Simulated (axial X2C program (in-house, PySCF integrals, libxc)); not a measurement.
# MnBr: from the spin-free to the two-component result

All values were computed with an in-house relativistic program for diatomic molecules. Spin-free means the one-electron spin-free X2C Hamiltonian; two-component (2c) means X2C with spin–orbit coupling and atomic mean-field two-electron Coulomb and Gaunt terms, so the difference of the two also holds small scalar two-electron terms. Basis: Br dyall-cv3z [8s9p6d4f1g], Mn dyall-cv3z [9s10p6d3f2g] (cores contracted in-house); Gaussian nuclei, density fitting, unrestricted open shells. Masses: Br 78.918 u, Mn 54.938 u.

Spin-free state: M_S = 3, Λ = 0 (beyond evenly filled blocks: 2 × σα, π+α, π-α, δ+α, δ-α); fragments Br + Mn.

```
  level  Re (Å)  ωe (cm⁻¹)  De (eV)  μ (D)
   PBE0   2.381      285.4    3.313   2.93
     HF   2.460      273.5    2.750   3.87
    MP2   2.401      286.7    3.201    n/a
   CCSD   2.404      286.1    2.857    n/a
CCSD(T)   2.401      286.2    2.882    n/a
 PBEsol   2.342      291.3    3.701   2.11
```

Correlated methods: 14 electrons correlated (number of frozen shells: Br 3 s, 2 p, 1 d; Mn 3 s, 2 p), 276 virtual spin orbitals or spinors in MP2, 90 natural virtuals in coupled cluster.

Dipoles are positive if Mn is the positive end.

Two-component determinant lowest at the distance of the search:

Ω = 3 (⟨Sz⟩ = 3.00, ⟨Lz⟩ = 0.00 at HF); fragments Br + Mn.

| level | Re (Å) | ωe (cm⁻¹) | De (eV) | μ (D) |
| --- | --- | --- | --- | --- |
| PBE0 | 2.382 | 284.9 | 3.209 | 2.93 |
| HF | 2.461 | 273.1 | 2.586 | 3.87 |
| MP2 | 2.403 | 286.3 | 3.057 | n/a |
| CCSD | 2.405 | 285.7 | 2.712 | n/a |
| CCSD(T) | 2.402 | 285.8 | 2.738 | n/a |
| PBEsol | 2.343 | 290.7 | 3.573 | 2.11 |

(1) From the two tables, how do the constants change at the CCSD(T) level (2c against spin-free)?

One determinant describes the state; a PBE0 search over occupations chose it and may have missed a lower one. Dissociation energies refer to the lowest single-determinant-based atoms at the same level and basis. Density functionals use the spin component along the axis (collinear). CCSD and (T) use frozen natural virtuals with an MP2 correction for the truncation; (T) itself is uncorrected, so its De runs slightly low. Other states lie close and PBE0, whose exact exchange favours high spin, may order them wrongly; the determinant shown need not be the ground state. The nearest other spin-free determinant of the search, M_S = 2, Λ = 0, lies 0.64 eV up at the distance of the search. The functionals have no current-density term, which raises determinants with orbital currents, atoms included. With several unpaired electrons one determinant need not be a pure state. Open-shell Ω = 0 determinants with evenly filled partner blocks cannot be reached by this program, so the Ω shown need not be the lowest component.

Answers

(1) At the CCSD(T) level Re increases by 0.001 Å and ωe decreases by 0.4 cm⁻¹; De changes by -0.144 eV.
